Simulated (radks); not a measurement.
Q: The potassium ion K15+, [He] 2s2. All-electron calculation, non-relativistic Kohn-Sham, exchange-only B88, spin-polarised, spherical densities, point nucleus. Program: a radial shooting solver on a logarithmic mesh with Libxc functionals. Every spin shell is full or empty, so the densities are truly spherical. Functionals are evaluated on that one density, not self-consistently. Rank these exchange functionals by their error against the exact value of the orbitals, and give that value: LDA, B88, revPBE, RPBE, PW91, PW86, OPTX, G96, APBE, r2SCAN, MS2, Tao-Mo.

A: Exact: -14.9622 hartree. From best to worst, with 100 (|E| - |E exact|)/|E exact| (equal figures are ties): OPTX -0.01, G96 -0.05, B88 -0.10, revPBE +0.26, r2SCAN -0.54, MS2 +0.55, RPBE +0.57, PW91 -0.58, APBE +0.64, Tao-Mo +0.71, PW86 +0.76, LDA -12.47.
